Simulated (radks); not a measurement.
Spherical quantum dot in the effective-mass picture: electrons in a parabolic well V = omega^2 r^2 / 2 with omega = 1.15, all in effective atomic units (hartree* = m*/eps^2 hartree, bohr* = eps/m* bohr), one dielectric constant everywhere. Method: non-relativistic Kohn-Sham, exchange-only LDA, spin-polarised, spherical densities; computed with a radial shooting solver with Libxc functionals. Levels are named by radial order and angular momentum (1s, 1p, 1d, 2s, ...), and open shells are averaged over m. Results are scaled to m* = 0.074 and eps = 11.2, for which hartree* = 16.05 meV and bohr* = 8.009 nm.

N = 21, configuration 1s2 1p6 1d10 2s2 1f(up 1, down 0). This is the lowest configuration that the search found. Occupied and some empty levels:

level,occupation,eigenvalue (meV),<r> (nm)
1s up,1,189.03,12.63
1s down,1,189.18,12.56
1p up,3,197.38,15.64
1p down,3,197.61,15.60
1d up,5,207.00,17.79
1d down,5,207.28,17.76
2s up,1,209.51,15.37
2s down,1,209.71,15.39
1f up,1,217.69,19.49
1f down,0,218.00,19.49
2p up,0,221.29,17.35
2p down,0,221.49,17.37
1g up,0,229.29,20.95
1g down,0,229.62,20.95
2d up,0,233.62,19.16
2d down,0,233.84,19.16

Energy (meV): total 2782.69, kinetic 345.45, external 1042.7, Hartree 1535.9, exchange-correlation -141.37.

Electron density:

r (nm),n(r) (e/nm^3)
1.56,0.0007657
4.18,0.0006734
6.79,0.0005753
9.39,0.0005371
12.0,0.0005466
14.6,0.0005310
17.2,0.0004365
19.8,0.0002840
22.5,0.0001411
25.1,0.00005243
27.7,0.00001445
30.3,2.948e-06
32.9,4.474e-07
